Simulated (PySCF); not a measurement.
# One molecule, several mistakes: BCGeH5Si

All numbers below are calculated, not measured. They come from PySCF 2.14.0, an open-source quantum chemistry program, on an isolated molecule that a program drew, which may never have been made. The molecule is BCGeH5Si (charge 0, singlet), drawn as the SMILES string `B[Si](=C)[GeH]`.

Each row is a Hartree-Fock (HF) and frozen-core CCSD(T) single point in the cc-pV(D+d)Z basis, meant for a local HF minimum. Run 1 is clean. Each other run has one planted mistake out of seven kinds, and not every kind appears here: one electron removed, one electron added, multiplicity raised by two, geometry at a saddle point, minimal basis STO-3G, one bond length entered in bohr, all coordinates scaled. The reference is restricted for singlets and unrestricted otherwise, and also for a bond in bohr. Adding or removing an electron swaps singlet and doublet. Electrons count all cores. HOMO and LUMO are orbital energies over both spins, the gradient is its largest component, and the lowest frequency (negative if imaginary) is given only where the gradient is small. Bond lengths are over the 8 bonds as drawn. T1 is the CCSD diagnostic: over 0.02 (restricted) or 0.045 (unrestricted) a single reference is doubtful. Germanium has the cc-pVDZ-PP basis, with a core potential (ECP10MDF) in place of its 10 inner electrons, and its 3s, 3p and 3d shells are frozen in CCSD(T).

Geometry of the clean run:
```xyz
9
BCGeH5Si, angstrom
B    -1.1718   -2.7911    1.4976
Si    0.5457   -2.3287    0.5439
C     0.5988   -2.7539   -1.1324
Ge    2.5992   -1.2671    1.3117
H    -2.0539   -3.3238    0.8822
H    -1.3492   -2.5548    2.6595
H    -0.2273   -3.2362   -1.6478
H     1.4627   -2.5616   -1.7622
H     2.1013   -1.0773    2.8028
```

| run | electrons | basis functions | <S^2> | HOMO (eV) | LUMO (eV) | gradient (hartree/bohr) | lowest frequency (cm^-1) | mean bond (Å) | longest bond (Å) | T1 | HF (hartree) | CCSD(T) (hartree) | mistake |
|---|---|---|---|---|---|---|---|---|---|---|---|---|---|
| 1 | 62 | 99 | 0.000 | -8.41 | -0.15 | 1.4e-05 | 126 | 1.5425 | 2.436 | 0.0163 | -647.66820 | -648.13680 | no fault |
| 2 | 63 | 99 | 1.213 | -1.79 | 5.29 | 5.2e-02 | - | 1.5425 | 2.436 | 0.0476 | -647.71271 | -648.18065 | one electron added |
| 3 | 61 | 99 | 1.443 | -13.41 | -6.20 | 3.5e-02 | - | 1.5425 | 2.436 | 0.0536 | -647.41057 | -647.83570 | one electron removed |
| 4 | 62 | 99 | 0.000 | -8.23 | -0.18 | 1.4e-02 | - | 1.5764 | 2.489 | 0.0168 | -647.66457 | -648.13684 | ? |

**Which mistake was planted in run 4, and what did it cost?**

The mean and the longest bond both change by the same factor, 1.022, and the gradient is no longer small. So the mistake is: all coordinates scaled. Subtracting run 1 and multiplying by 627.51 kcal/mol a hartree, the energy moved by 2.3 kcal/mol in HF and 0.0 kcal/mol in CCSD(T).

Cautions from the logs. Run 2: T1 is over the limit, so its CCSD(T) energy is less reliable; run 3: T1 is over the limit, so its CCSD(T) energy is less reliable.
